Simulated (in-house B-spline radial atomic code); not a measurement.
A run on the nitrogen ion N⁺ (an excited or competing configuration) that did not converge. Method: non-relativistic SCAN, spin-polarised, spherical fractional occupations, point nucleus; computed with a B-spline radial code for spherical atoms.

Command:
```bash
python run_scf.py task.json out
```
Settings:
```
Z                7
configuration    [He] 2s2 2p1 3s1
hamiltonian      nr
method           scan,scan
spin_polarised   True
```

First and last ten iterations of the last attempt (damped for 15 steps, keeping 80 % of the old Fock matrix, then DIIS):
```
 iter        energy (Eh)    residual
    1         -53.313188    2.26e-02
    2         -53.314662    1.12e-03
    3         -53.314667    9.25e-04
    4         -53.314671    7.64e-04
    5         -53.314673    6.29e-04
    6         -53.314675    5.17e-04
    7         -53.314676    4.24e-04
    8         -53.314677    3.48e-04
    9         -53.314677    2.85e-04
   10         -53.314677    2.34e-04
  111         -53.314678    3.82e-06
  112         -53.314678    3.83e-06
  113         -53.314678    3.82e-06
  114         -53.314678    3.82e-06
  115         -53.314678    3.82e-06
  116         -53.314678    3.82e-06
  117         -53.314678    8.24e-07
  118         -53.314678    8.17e-07
  119         -53.314678    8.15e-07
  120         -53.314678    8.15e-07
 not converged after 120 iterations
```

The smallest residual met was 6.6e-07; the threshold is about 1e-07. Over the last five steps the energy moves by less than 1e-08 hartree, but the orbitals didn't meet the threshold. Time taken, with all properties: 0.94 s on 1 thread of Arm Neoverse V1, on a shared host.
